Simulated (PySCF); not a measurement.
C2H4BN3, SMILES NB1N=CC=N1. Atoms are numbered in the order given.

```xyz
10

N      0.0000     0.0000     2.0609
B      0.0000     0.0000     0.6783
N      0.0000     1.2447    -0.1646
C      0.0000     0.7664    -1.3489
C      0.0000    -0.7664    -1.3489
N      0.0000    -1.2447    -0.1646
H      0.0000    -0.8571     2.6019
H      0.0000     0.8571     2.6019
H      0.0000     1.3803    -2.2647
H      0.0000    -1.3803    -2.2647
```
Charge 0, spin multiplicity 1.

Coordinates come from a B3LYP-D3(BJ)/def2-SVP optimisation. This is a generated structure with no PubChem entry under its InChIKey; it may be hypothetical. One conformer was computed; it need not be the lowest.

Two levels are set side by side: PBE/pcSseg-1 (PySCF) and PBE0/pcSseg-1 (PySCF). GIAO shifts against BF3 (¹¹B), NH3 (¹⁵N), TMS (¹H), TMS (¹³C) at the same level; non-relativistic, no solvent, atoms listed together averaged. Differences are taken from unrounded values.

```json
[
 {"quantity": "δ(¹⁵N) of N1 (ppm)", "PBE0": "104.5"},
 {"quantity": "δ(¹¹B) of B2 (ppm)", "PBE0": "24.1"},
 {"quantity": "δ(¹⁵N) of N3, N6 (ppm)", "PBE0": "411.5"},
 {"quantity": "δ(¹³C) of C4, C5 (ppm)", "PBE0": "184.1"},
 {"quantity": "δ(¹H) of H7, H8 (ppm)", "PBE0": "4.79"},
 {"quantity": "δ(¹H) of H9, H10 (ppm)", "PBE0": "8.51"}
]
```

Q: What does PBE give, and how far is it from PBE0? (Estimate from the structure and the level; the computed values follow.)

A: 
```
quantity                  PBE  PBE minus PBE0
----------------------  -----  --------------
δ(¹⁵N) of N1 (ppm)      115.2            10.7
δ(¹¹B) of B2 (ppm)       23.4            -0.7
δ(¹⁵N) of N3, N6 (ppm)  409.4            -2.1
δ(¹³C) of C4, C5 (ppm)  181.2            -2.9
δ(¹H) of H7, H8 (ppm)    4.91            0.12
δ(¹H) of H9, H10 (ppm)   8.43           -0.08
```

Rough cost on one machine, each run with all the roots and properties that it gave: PBE0 against PBE within a factor of 2.
